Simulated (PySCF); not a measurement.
Ranking problems on computed properties.

Species are written as SMILES; each is one conformer at its optimised geometry, gas phase, non-relativistic unless stated. Electronic properties by PySCF.

Dipoles, sizes and rotational constants follow the conformer. The torsions of the flexible species, by atom-mapped SMILES:
- `[CH2:1]=[C:2][CH2:3][CH2:4][OH:5]`: C1–C2–C3–C4 78°, C2–C3–C4–O5 -64°, H–O5–C4–C3 55°
- `[N:1]#[C:2]/[C:3]=[C:4](\[CH:5]=[O:6])[CH2:7][C:8]#[N:9]`: C3–C4–C5–O6 176°, C3–C4–C7–C8 75°
- `[CH3:1][C@@H:2]1[CH2:3][Si@H:4]([NH:5][SiH2:6])[O:7]1`: C3–Si4–N5–Si6 -57°
- `[CH2:1][C@@H:2]([C:3]#[N:4])[CH2:5][CH2:6][C:7]#[N:8]`: C1–C2–C5–C6 -178°, C2–C5–C6–C7 -63°
- `[OH:1][CH:2][CH:3]1[CH2:4][CH2:5]1`: O1–C2–C3–C4 -35°, H–O1–C2–C3 0°
- `[OH:1][CH:2][NH:3][SiH:4]1[CH2:5][SiH2:6][CH2:7]1`: O1–C2–N3–Si4 -1°, C2–N3–Si4–C5 -71°, H–O1–C2–N3 34°
- `[OH:1][CH2:2][CH2:3][C:4]1=[CH:5][CH:6]1`: O1–C2–C3–C4 -67°, C2–C3–C4–C5 80°, H–O1–C2–C3 57°

Question: Rank by isotropic g value, highest first (unrestricted B3LYP/pcH-1, mean-field spin–orbit at GFN2-xTB geometries).
A. `C[C@@H]1C[Si@H](N[SiH2])O1` [radical]
B. `CC1=CC[CH]O1` [radical]
C. `N#C/[C]=C(\C=O)CC#N` [radical]
D. `C=[C]CCO` [radical]
E. `C1C2(C1)OC[CH]2` [radical]

Answer: B (2.00305), A (2.00292), E (2.00268), C (2.00258), D (2.00220).

By how much do the two ends of that ranking differ?

By 0.00085, between `CC1=CC[CH]O1` [doublet state] and `C=[C]CCO` [doublet state].

Question: Rank by smallest rotational constant, highest first (GFN2-xTB).
A. `O[CH]C1CC1` [radical]
B. `CC1=CC[CH]O1` [radical]
C. `[CH2][C@@H](C#N)CCC#N` [radical]
D. `C[C@@H]1C[Si@H](N[SiH2])O1` [radical]
E. `OCCC1=C[CH]1` [radical]
F. `C(C/C(C=O)=[C]/C#N)#N` [radical]
G. `O[CH]N[SiH]1C[SiH2]C1` [radical]

Answer: A (3.520 GHz), B (2.473 GHz), E (2.055 GHz), C (1.174 GHz), D (1.065 GHz), G (0.885 GHz), F (0.792 GHz).

Give the two extremes of that set in cm⁻¹.

`N#C/[C]=C(\C=O)CC#N` [doublet state]: 0.0264 cm⁻¹; `O[CH]C1CC1` [doublet state]: 0.1174 cm⁻¹.
